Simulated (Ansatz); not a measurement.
isobutane (C$_{4}$H$_{10}$), singlet, geometry from GFN2-xTB; Ansatz (a program for electronic structure) with CCSD(T)/cc-pVDZ.

The Ansatz input:
Ansatz 0.2 input:
```yaml
crystal:
  periodic: [false, false, false]
  atoms:
    - {symbol: C, position_ang: [-0.00195152, -0.00061004, 0.38481069]}
    - {symbol: H, position_ang: [-0.00751045, -0.00234774, 1.48094753]}
    - {symbol: C, position_ang: [-0.00123091, 1.44790471, -0.09715431]}
    - {symbol: H, position_ang: [0.00424357, 1.48409224, -1.18472901]}
    - {symbol: H, position_ang: [-0.88573890, 1.97154531, 0.25886234]}
    - {symbol: H, position_ang: [0.87836999, 1.97364557, 0.26781215]}
    - {symbol: C, position_ang: [1.25514309, -0.72222321, -0.09422305]}
    - {symbol: H, position_ang: [1.29052529, -0.73769513, -1.18172798]}
    - {symbol: H, position_ang: [2.14862954, -0.22046678, 0.27077580]}
    - {symbol: H, position_ang: [1.26840623, -1.74929777, 0.26388821]}
    - {symbol: C, position_ang: [-1.25239927, -0.72520857, -0.10694449]}
    - {symbol: H, position_ang: [-1.27670860, -0.74075155, -1.19475225]}
    - {symbol: H, position_ang: [-1.26684969, -1.75231611, 0.25102616]}
    - {symbol: H, position_ang: [-2.15073527, -0.22558539, 0.24896396]}
basis:
  gaussian:
    orbitals: cc-pVDZ
magnetization: {spin_polarized: false}
correlation: {method: ccsd_t}
```

**Question.** Write the output that Ansatz gives for this input, abridged.

**Answer.** 
```
Functional definition: HF
952 factors; integrals over basis functions are off by at most 1.3e-3 eV
mean field evaluation 1: about -4277.5481 eV, gradient 3.1e1 eV
mean field evaluation 2: about -4277.7177 eV, gradient 3.1e1 eV
mean field evaluation 4: about -4280.5848 eV, gradient 3.3e0 eV
mean field evaluation 8: about -4280.6218 eV, gradient 4.8e-5 eV
mean field evaluation 16: about -4280.6197 eV, gradient 8.5e-1 eV
mean field -4280.62177707 eV, -157.3099487978 hartree, gradient 1.9e-6 eV, S^2 0.000000; 0 other end points of the search recorded, 0 dependent functions left out
4 core orbitals not correlated
reference -4280.62177707 eV, -157.3099487978 hartree; 13, 13 occupied and 89, 89 virtual orbitals, 952 factors
second order -16.05245034 eV of doubles, -0.00000000 eV of singles
cycle   1  -17.22033186 eV  change    -1.2e0 eV  update   7.6e-2
cycle   2  -17.68247487 eV  change   -4.6e-1 eV  update   2.2e-2
cycle   3  -17.72734404 eV  change   -4.5e-2 eV  update   6.1e-3
cycle   4  -17.72995509 eV  change   -2.6e-3 eV  update   1.7e-3
cycle   5  -17.73061080 eV  change   -6.6e-4 eV  update   3.9e-4
cycle   6  -17.73068427 eV  change   -7.3e-5 eV  update   1.1e-4
cycle   7  -17.73070798 eV  change   -2.4e-5 eV  update   2.5e-5
perturbative correction -0.49713242 eV, -0.0182692794 hartree
Total energy: -4298.84961747 eV, -157.9798095771 hartree
```
